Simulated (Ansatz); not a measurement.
F₂Si, charge -1, doublet, geometry from GFN2-xTB (a state made from the parent by changing its charge; the spin is typed, not shown lowest) (a gas-phase anion, which may not be bound at this level); CASSCF(7,5)/def2-SVP in Ansatz (a program for electronic structure).

The Ansatz input:
Ansatz 0.2 input:
```yaml
crystal:
  periodic: [false, false, false]
  atoms:
    - {symbol: Si, position_ang: [-0.02957237, -0.01665973, 0.71688715]}
    - {symbol: F, position_ang: [1.17836445, -0.74777119, -0.52759746]}
    - {symbol: F, position_ang: [-1.13236299, 0.77368633, -0.58756033]}
basis:
  gaussian:
    orbitals: def2-SVP
hamiltonian:
  xc: hf
total_charge: -1
correlation: {active_space: {window: {electrons: 7, orbitals: 5}}}
magnetization: {spin_polarized: false, initial_magnetization: 1}
```

Q: Write the output that Ansatz gives for this input, abridged.

A: 
```
Functional definition: HF
423 factors; integrals over basis functions are off by at most 6.1e-4 eV
mean field evaluation 1: about -13267.6202 eV, gradient 1.3e1 eV
mean field evaluation 2: about -13267.6552 eV, gradient 1.2e1 eV
mean field evaluation 4: about -13268.1591 eV, gradient 8.4e-1 eV
mean field evaluation 8: about -13268.1647 eV, gradient 2.8e-1 eV
mean field -13268.16510523 eV, -487.5960741320 hartree, gradient 2.3e-6 eV, S^2 0.750000; 0 other end points of the search recorded, 0 dependent functions left out
reference -13268.16510523 eV, -487.5960741320 hartree; 17, 16 occupied and 29, 30 virtual orbitals, 423 factors
state -13268.76345693 eV, -487.6180631514 hartree
2 active orbitals were swapped for others, from the solution at -13268.56605244 eV, -487.6108086700 hartree to that at -13268.76345693 eV, -487.6180631514 hartree; typed "places" are swapped only where nearly empty or full, and so, without "given_window_search", are "orbital_numbers", "shells" and a window whose orbitals a file names under [Active]
Total energy: -13268.76345693 eV, -487.6180631514 hartree
```
